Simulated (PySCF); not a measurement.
C₂H₆Ga, SMILES [CH3][Ga+][CH3], charge +1.

Coordinates come from a r2SCAN-D4/def2-SVP optimisation. A frequency run showed that this geometry is not a minimum. The spin state was assumed, not searched. The isomer is the one that the SMILES or the coordinates give; other isomers of the formula were not compared.

Two levels are set side by side: PBE/def2-TZVPD (PySCF) and PBE0/def2-TZVPD (PySCF). Same geometry, gas phase. Differences are taken from unrounded values.

| quantity | PBE |
|---|---|
| orbital gap (eV) | 5.67 |
| highest occupied level (eV) | -13.11 |
| lowest empty level (eV) | -7.44 |
| mean polarisability (bohr³) | 47.4 |

These are the PBE values. What does PBE0 give? (The exact figures need the calculation; the answer reports its results.)


```csv
quantity,PBE0,PBE minus PBE0
orbital gap (eV),7.69,-2.02
highest occupied level (eV),-14.27,1.16
lowest empty level (eV),-6.58,-0.86
mean polarisability (bohr³),45.8,1.6
```

PBE's occupied levels lie high since its potential decays too fast outside the molecule; exact exchange lowers them and widens the gap. Loosely held outer electrons make PBE densities more polarisable. Differences between two approximate levels are no errors against the true value.

Rough cost on one machine, each run with all the roots and properties that it gave: PBE0 against PBE within a factor of 2.
